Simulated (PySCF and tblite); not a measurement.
The numbers below are computed, except where a source is named.
C₇H₁₀O, numbered as in [CH:1]#[C:2][CH:3]1[CH2:4][CH2:5][O:6][CH2:7][CH2:8]1.

The ensemble was built from 90 distance-geometry starts (ETKDG and KDG, MMFF94s, GFN2-xTB) and rests on PBE0-D3(BJ)/def2-SVP geometries. Energies: PBE0-D3(BJ)/def2-TZVP, with GFN2-xTB thermal terms (modes under about 100 cm⁻¹ blended into free rotors). Symmetry numbers and mirror images are counted. Conformers within 4 kcal/mol (GFN2-xTB free energy) were kept, 5 at most. Couplings: B3LYP/pcSseg-1 with pcJ-1 on H (gas phase; spin-dipole term only for pairs with B, N, F, Si or P). Couplings are for ¹H. Of two unlike H on one atom, a is the less shielded (PBE0/pcSseg-1). Run with PySCF (density fitting) and tblite.

The 6-ring runs over atoms 3–4–5–6–7–8. Of a mirror pair one member is shown.

```tsv
conformer	shape	weight %
1	6-ring chair (all substituents equatorial)	66.8
2	6-ring chair (C2 axial)	33.1
3	6-ring twist-boat (ring torsions 24, 41, -70, 27, 36, -62°)	0.0
```

Problem. Give the couplings in each conformer and the averages at 298.15 K (pairs that fast motion interchanges averaged).

Solution. 
```tsv
coupling	pairs	1	2	3	average (Hz)
⁴J(H1,H3)	1	-3.9	-4.2	-4.0	-4.0
³J(H3,H4a)	2	4.3	5.4	6.2	4.6
³J(H3,H4b)	2	13.0	2.8	13.4	9.6
⁴J(H3,H5a)	2	-0.5	-1.0	-0.5	-0.7
²J(H4a,H4b)	2	-14.8	-14.4	-14.7	-14.7
³J(H4a,H5b)	2	2.4	5.0	10.6	3.3
³J(H4a,H5a)	2	1.9	13.5	6.2	5.7
⁴J(H4a,H8a)	1	1.8	0.0	1.5	1.2
⁴J(H4a,H8b)	2	-0.6	-0.4	-0.6	-0.5
³J(H4b,H5b)	2	13.3	1.9	6.4	9.5
³J(H4b,H5a)	2	5.1	2.3	9.5	4.2
⁴J(H4b,H8b)	1	0.0	2.0	0.0	0.7
²J(H5b,H5a)	2	-13.3	-13.2	-12.7	-13.3
⁴J(H5b,H7a)	2	-0.7	-0.7	-0.8	-0.7
```
